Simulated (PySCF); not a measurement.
An unknown is described by computed data only.

Formula: C6H12NOP.

| Property | Result |
| --- | --- |
| Dipole | 3.37 D [B3LYP/def2-SVPD] |
| Triplet | lowest triplet excitation (Tamm–Dancoff): 3.74 eV [TDA B3LYP/def2-SVPD] |
| Valence photoelectron | vertical ionisation energy: 7.95 eV [ΔSCF B3LYP/def2-SVPD] |
| Rotational structure | rotational constants A, B, C: 2.371, 0.972, 0.890 GHz [PBE0-D3(BJ)/def2-SVP] |
| 1H NMR | chemical shifts (computed TMS as zero) by class: 2.61 (4 H), 2.60 (3 H), 1.96 (4 H), -0.83 (1 H) ppm [GIAO KT3/pcSseg-1] |
| UV, first state | lowest singlet excitation: 4.28 eV (289 nm, f = 0.000) [TDDFT B3LYP/def2-SVPD] |
| 13C NMR | chemical shifts (computed TMS as zero) by class: 194.2 (1 C), 36.9 (2 C), 33.9 (1 C), 32.6 (2 C) ppm [GIAO KT3/pcSseg-1] |

The electronic properties come from PySCF, for the isolated species, density fitting. Levels stand in brackets. NMR shifts are as computed; neighbouring signals can stand in another order in a measured spectrum. Isolated species at its PBE0-D3(BJ)/def2-SVP geometry (one conformer only). NMR classes are plain means over equivalent atoms (diastereotopic ones count apart unless rotation or inversion swaps them), as if these changed places fast.

Problem. Propose a structure and show how it fits.

Solution. Numbering: `[CH3:1][NH:2][P:3]1[CH2:4][CH2:5][C:6](=[O:7])[CH2:8][CH2:9]1`. 6 carbons fall into 4 classes; from least to most shielded: ketone carbonyl carbon [C6] (194.2 ppm), sp3 carbon next to a carbonyl [C5/C8] (36.9 ppm, 2 C), N-methyl carbon [C1] (33.9 ppm), ring sp3 carbon bound to phosphorus [C4/C9] (32.6 ppm, 2 C, up to 2.4 ppm apart in this geometry). Hydrogen classes from least to most shielded: 4 H on 2 like atoms (sp3 carbon next to a carbonyl), C5/C8 (2.61 ppm, a mean of values up to 1.4 ppm apart in this geometry), 3 H on an N-methyl carbon, C1 (2.60 ppm, a mean of values up to 0.6 ppm apart in this geometry), 4 H on 2 like atoms (sp3 carbon bound to phosphorus), C4/C9 (1.96 ppm, a mean of values up to 0.8 ppm apart in this geometry), 1 H on a nitrogen bonded to C, P and H, N2 (-0.83 ppm). S1 is mainly HOMO−1→LUMO (weight 0.95); the largest Löwdin shares of the orbital it empties are 0.58 on the ketone oxygen, 0.12 on the ketone carbonyl carbon and 0.10 on each of 2 atoms of one kind (sp3 carbon next to a carbonyl), of the orbital it fills 0.33 on the ketone carbonyl carbon, 0.30 on the ketone oxygen and 0.06 on each of 2 atoms of one kind (sp3 carbon next to a carbonyl). The first electron is taken from the HOMO, whose largest Löwdin shares are 0.38 on the three-coordinate phosphorus, 0.33 on the nitrogen bonded to C, P and H, 0.07 on an sp3 carbon bound to phosphorus and 0.05 on an sp3 carbon bound to phosphorus. The optimised geometry has point group C1 and is an asymmetric top. Structure: `CNP1CCC(=O)CC1`. The assignments are read from this structure; whether some other isomer fits the data as well wasn't checked.
